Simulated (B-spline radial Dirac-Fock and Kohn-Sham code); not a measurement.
Core and valence levels of Pb³⁺

System: the Pb³⁺ ion, configuration [Xe] 4f14 5d10 6s1; nuclear rms radius 5.5012 fm (A = 208).

Level of theory: relaxed Dirac-Fock hole states (ΔSCF) with Breit and QED corrections and a finite nucleus; a radial finite-basis atomic code. Correlation energy is missing from these numbers. Energies are counted from the vacuum level. Subshells whose hole state is unreliable or did not converge are left out.

All terms are in eV, carry their sign (relaxation lowers the binding energy) and add up to the binding energy; ⟨r⟩ is the mean radius of the orbital in the initial state.

| subshell | −ε (Koopmans) | relaxation | Breit | self-energy | vacuum polarisation | binding energy | ⟨r⟩ (bohr) |
| --- | --- | --- | --- | --- | --- | --- | --- |
| K (1s) | 88626.0 | -94.63 | -323.05 | -217.38 | 46.49 | 88037.4 | 0.016 |
| L1 (2s) | 16025.7 | -56.58 | -37.75 | -33.05 | 6.69 | 15905.1 | 0.067 |
| L2 (2p1/2) | 15361.9 | -61.60 | -62.49 | -1.28 | 0.48 | 15237.0 | 0.055 |
| L3 (2p3/2) | 13169.0 | -57.38 | -36.04 | -2.76 | -0.22 | 13072.6 | 0.064 |
| M1 (3s) | 3940.3 | -31.51 | -7.05 | -7.69 | 1.53 | 3895.6 | 0.174 |
| M2 (3p1/2) | 3642.3 | -32.77 | -12.07 | -0.47 | 0.12 | 3597.1 | 0.164 |
| M3 (3p3/2) | 3146.8 | -30.45 | -6.42 | -0.71 | -0.06 | 3109.2 | 0.181 |
| M4 (3d3/2) | 2662.9 | -33.66 | -5.26 | 0.53 | -0.07 | 2624.5 | 0.157 |
| M5 (3d5/2) | 2558.4 | -32.86 | -3.38 | 0.25 | -0.07 | 2522.4 | 0.162 |
| N1 (4s) | 953.3 | -13.26 | -1.46 | -1.94 | 0.39 | 937.0 | 0.384 |
| N2 (4p1/2) | 823.4 | -13.18 | -2.59 | -0.09 | 0.03 | 807.6 | 0.386 |
| N3 (4p3/2) | 700.6 | -11.86 | -1.17 | -0.14 | -0.02 | 687.4 | 0.418 |
| N4 (4d3/2) | 488.9 | -11.78 | -0.73 | 0.14 | -0.02 | 476.6 | 0.424 |
| N5 (4d5/2) | 465.7 | -11.36 | -0.31 | 0.08 | -0.02 | 454.1 | 0.434 |
| N6 (4f5/2) | 190.0 | -11.35 | 0.14 | 0.11 | -0.01 | 178.9 | 0.449 |
| N7 (4f7/2) | 184.8 | -11.13 | 0.31 | 0.09 | -0.01 | 174.0 | 0.455 |
| O2 (5p1/2) | 149.3 | -3.05 | -0.41 | 0.00 | 0.00 | 145.8 | 0.924 |
| O3 (5p3/2) | 126.2 | -2.49 | -0.14 | -0.01 | -0.01 | 123.6 | 1.009 |
| O4 (5d3/2) | 59.17 | -1.70 | -0.03 | 0.03 | 0.00 | 57.47 | 1.241 |
| O5 (5d5/2) | 56.36 | -1.54 | 0.02 | 0.02 | 0.00 | 54.85 | 1.284 |
| P1 (6s) | 40.83 | -0.24 | -0.03 | -0.06 | 0.01 | 40.51 | 2.144 |

For the deepest level, K (1s), the Breit terms make up -0.367 % of the binding energy, QED -0.194 % and orbital relaxation -0.107 %.

Spin-orbit splittings: 2p 2164.4 eV, 3p 488.0 eV, 3d 102.1 eV, 4p 120.2 eV, 4d 22.43 eV, 4f 4.84 eV, 5p 22.23 eV, 5d 2.62 eV.

Going to the tabulated ground configuration of the next ion removes an electron from P1 (6s), computed at 40.51 eV. NIST lists 42.33256 eV as the ionisation energy of this species (measured), +1.82 eV from the computed value. The gap is mostly the missing electron correlation.
